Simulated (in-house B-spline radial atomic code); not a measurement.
Successive ionisation energies of dysprosium; each step leads to the configuration of the next row (after the last: [Ar] 3d7). NIST's values go from ground level to ground level; the uncertainty of those that are theory runs from under 0.1 % in few-electron ions to several per cent in heavy many-electron ones. Computed with a B-spline radial code for spherical atoms: non-relativistic Hartree-Fock, average of the configuration, point nuclei.

This level leaves out relativity, spin-orbit splitting included, which matters for heavy ions.

```
  ion      configuration  ionisation energy (eV)  tabulated value (eV)    tabulated kind  computed minus tabulated (eV)  highest orbital  largest mean radius (bohr)
Dy22+           [Kr] 4d8                   750.9                   743  tabulated theory                              8               4d                     0.54044
Dy23+           [Kr] 4d7                   792.4                   786  tabulated theory                              6               4d                     0.53498
Dy24+           [Kr] 4d6                   834.5                   827  tabulated theory                              8               4d                     0.52966
Dy25+           [Kr] 4d5                   877.2                   872  tabulated theory                              5               4d                     0.52481
Dy26+           [Kr] 4d4                       ?                     ?  tabulated theory                              ?                ?                           ?
Dy27+           [Kr] 4d3                       ?                     ?  tabulated theory                              ?                ?                           ?
Dy28+           [Kr] 4d2                  1009.2                  1014  tabulated theory                             -5               4d                     0.51409
Dy29+           [Kr] 4d1                  1054.5                  1059  tabulated theory                             -5               4d                     0.51059
Dy30+  [Ar] 3d10 4s2 4p6                       ?                     ?  tabulated theory                              ?                ?                           ?
Dy31+  [Ar] 3d10 4s2 4p5                  1268.6                  1275  tabulated theory                             -6               4p                     0.50344
Dy32+  [Ar] 3d10 4s2 4p4                  1314.1                  1325  tabulated theory                            -11               4p                     0.50062
Dy33+  [Ar] 3d10 4s2 4p3                  1360.1                  1371  tabulated theory                            -11               4p                     0.49794
Dy34+  [Ar] 3d10 4s2 4p2                  1406.6                  1468  tabulated theory                            -61               4p                      0.4953
Dy35+  [Ar] 3d10 4s2 4p1                  1453.5                  1520  tabulated theory                            -67               4p                     0.49269
Dy36+      [Ar] 3d10 4s2                  1562.6                  1638  tabulated theory                            -75               4s                     0.49011
Dy37+      [Ar] 3d10 4s1                  1612.1                1691.7    semi-empirical                            -80               4s                     0.48702
Dy38+          [Ar] 3d10                  2900.1                  2882  tabulated theory                             18               3d                     0.24507
Dy39+           [Ar] 3d9                  3009.2                  2987  tabulated theory                             22               3d                     0.24367
Dy40+           [Ar] 3d8                  3119.8                  3098  tabulated theory                             22               3d                     0.24227
```

Fill in the row of Dy26+.

ionisation energy (eV): 920.6; tabulated value (eV): 924; computed minus tabulated (eV): -3; highest orbital: 4d; largest mean radius (bohr): 0.5212.

Fill in the row of Dy27+.

ionisation energy (eV): 964.6; tabulated value (eV): 969; computed minus tabulated (eV): -4; highest orbital: 4d; largest mean radius (bohr): 0.51762.

Fill in the row of Dy30+.

ionisation energy (eV): 1223.5; tabulated value (eV): 1232; computed minus tabulated (eV): -9; highest orbital: 4p; largest mean radius (bohr): 0.50714.

Where is the largest jump?

From Dy37+ to Dy38+, by a factor of 1.80 (1612.1 to 2900.1 eV); the highest orbital goes from 4s to 3d.
